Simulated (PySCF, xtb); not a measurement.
ClFH2Se2Si, SMILES [SeH][Si](Cl)([SeH])F.

GFN2-xTB run with xtb 6.7.1 at its own geometry gives an orbital gap of 3.84 eV and a dipole moment of 1.01 D.

Geometry optimised at ωB97X-D3(BJ)/def2-SVP. One conformer was computed; it need not be the lowest.

Question: What does PBE/def2-TZVP in PySCF give? (Estimate from the structure and the level; the computed values follow.)

Answer: gap 4.62 eV (levels -6.36 and -1.74 eV), dipole 1.81 D.
